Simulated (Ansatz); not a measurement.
Stepwise reaction of `C[O][Al]([F])[F]` with methanol, as a gas-phase model of exchange steps in deposition or etching. ΔE in kJ/mol.

Calculated with Ansatz (gas phase, PBE0-D4/def2-TZVP geometries, no zero-point term in ΔE). CBS: MP2 limit from def2 TZ/QZ plus the TZ coupled-cluster correction, frozen cores. This one scheme is used for every species. Functionals use def2-TZVPP. B3LYP here is the variant with VWN-RPA as its local correlation; programs differ in this. Each species was taken in one conformer, which may not be the lowest.

| step | reaction | PBE-D4 | B3LYP-D4 | ωB97M-V | CCSD(T)/CBS |
| --- | --- | --- | --- | --- | --- |
| 2 | `C[O][Al]([F])[O]C` + CH₃OH → `C[O][Al]([O]C)[O]C` + H–F | 44.9 | 45.2 | 46.0 | 45.1 |

**Question.** Give the row of step 1, `C[O][Al]([F])[F]` + CH₃OH → `C[O][Al]([F])[O]C` + H–F. (Best estimate.)

**Answer.** Computed: 
```json
{"step": "1", "reaction": "`C[O][Al]([F])[F]` + CH₃OH → `C[O][Al]([F])[O]C` + H–F", "PBE-D4": "52.5", "B3LYP-D4": "51.8", "ωB97M-V": "54.0", "CCSD(T)/CBS": "52.6"}
```

**Question.** By hand: ΔE of the 2 steps together at CCSD(T)/CBS.

**Answer.** (52.6) + (45.1) = 97.7 kJ/mol, or 48.9 kJ/mol a step.

In ΔE each step is lower than the one before. All are uphill at CCSD(T)/CBS. PBE-D4 differs from CCSD(T)/CBS by -0.2 to -0.1 kJ/mol a step. Isolated molecules leave out the surface, adducts and barriers. Largest T1 diagnostic: 0.012.
